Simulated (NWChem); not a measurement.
C2H5FOSi; SMILES O[SiH2]/C=C/F

```xyz
10

O     -0.7834    -2.2895     0.0922
Si     0.4981    -1.2017    -0.0183
C     -0.0524     0.5130    -0.5134
C      0.1202     1.5633     0.3074
F     -0.2557     2.8138     0.0005
H     -1.4955    -2.0128     0.6950
H      1.2372    -1.0469     1.2901
H      1.3947    -1.8027    -1.0564
H     -0.5374     0.7058    -1.4868
H      0.5887     1.5156     1.3079
```
Atoms are numbered in this order, from 1.

Program: NWChem. Structure relaxed at the PBE-D3(BJ)/def2-SVP level. Ions are spin-unrestricted doublets at the neutral geometry; other ion states weren't tried. Functional: LC-ωPBE (HJS hole) with def2-SVP; rows give the range parameter ω in 1/bohr.

```
range parameter (1/bohr)  vertical ionisation energy, ΔSCF (eV)  −ε(HOMO) (eV)  ΔSCF minus −ε(HOMO) (eV)
------------------------  -------------------------------------  -------------  ------------------------
0.05                                                       9.70           7.34                      2.36
0.10                                                       9.76           8.05                      1.71
0.15                                                       9.89           8.68                      1.21
0.30                                                      10.27          10.05                      0.22
0.35                                                      10.33          10.36                     -0.03
```
